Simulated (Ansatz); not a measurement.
```yaml
atoms:
  - { symbol: N, position_ang: [-0.0496, -0.0014, -0.3088] }
  - { symbol: O, position_ang: [0.0135, 1.0454, 0.1458] }
  - { symbol: O, position_ang: [-0.0122, -1.0447, 0.1424] }
```

Basis set: def2-TZVP (spherical functions). Correlated methods keep 3 orbitals frozen. Charge 0, multiplicity 2.

Computed with Ansatz (development build ahead of 0.2.0); each method stands on the lowest determinant of its kind that the runs found.

The atomization energy at this shape (free ground-state atoms in the same class of orbitals less the molecule, no zero-point energy) of doublet NO2:

```json
{"method": "UHF", "atomization energy": "56.52 kcal/mol"}
```

Question: What does UHF-MP2 give?

Answer: 226.99 kcal/mol. Caution: the shape is not the minimum.
